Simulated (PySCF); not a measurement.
# Stretching SnH⁻

Set-up: PySCF, scalar-relativistic core potentials, basis sets Sn def2-TZVPPD with ECP28, H def2-TZVPPD. Energies in eV from Sn⁻ + H in their ground configurations at the same level. State: ³Σ⁻ (triplet), unpaired electrons π ↑↑.

```json
{"R (Å)": "1.559", "UHF-CCSD(T)": "", "MN15": "-2.304"}
{"R (Å)": "1.632", "UHF-CCSD(T)": "-2.391", "MN15": "-2.519"}
{"R (Å)": "1.704", "UHF-CCSD(T)": "-2.507", "MN15": "-2.639"}
{"R (Å)": "1.759", "UHF-CCSD(T)": "-2.546", "MN15": "-2.682"}
{"R (Å)": "1.813", "UHF-CCSD(T)": "-2.553", "MN15": "-2.692"}
{"R (Å)": "1.867", "UHF-CCSD(T)": "-2.536", "MN15": "-2.678"}
{"R (Å)": "1.940", "UHF-CCSD(T)": "-2.484", "MN15": "-2.630"}
{"R (Å)": "2.031", "UHF-CCSD(T)": "-2.385", "MN15": "-2.536"}
{"R (Å)": "2.139", "UHF-CCSD(T)": "-2.238", "MN15": "-2.392"}
{"R (Å)": "2.284", "UHF-CCSD(T)": "", "MN15": "-2.174"}
```

Problem. Put a parabola through the three lowest points of the UHF-CCSD(T) curve and estimate Re, k and ωe (reduced mass 0.9994 u; 1 eV/Å² = 0.16022 mdyn/Å; ωe = 1302.8·√(k/μ) cm⁻¹).

Solution. Through R = 1.759, 1.813, 1.867 Å the second-order coefficient is 4.12 eV/Å², so Re ≈ 1.802 Å, k ≈ 1.32 mdyn/Å and ωe ≈ 1496 cm⁻¹. A polynomial fit of higher order to the unrounded UHF-CCSD(T) energies gives Re = 1.801 Å, k = 1.41 mdyn/Å, ωe = 1549 cm⁻¹; anharmonicity and rounding make the difference.

The higher-order fit for each curve: UHF-CCSD(T): Re = 1.801 Å, ωe = 1549 cm⁻¹, De = 2.55 eV; MN15: Re = 1.807 Å, ωe = 1529 cm⁻¹, De = 2.69 eV.

Correlated steps freeze 4 core orbitals. Spin–orbit coupling is left out, which matters for elements this heavy, above all for dissociation energies. For an ion De counts to the pair picked by the measured ionisation energies or electron affinities, which need not be the lowest pair at this level. The highest Kohn–Sham level is positive in this anion. Much of that is self-interaction error, but it also means that the finite basis helps to hold the extra electron. The state is the lowest determinant that a PBE0 search found; another state may lie lower at other levels.
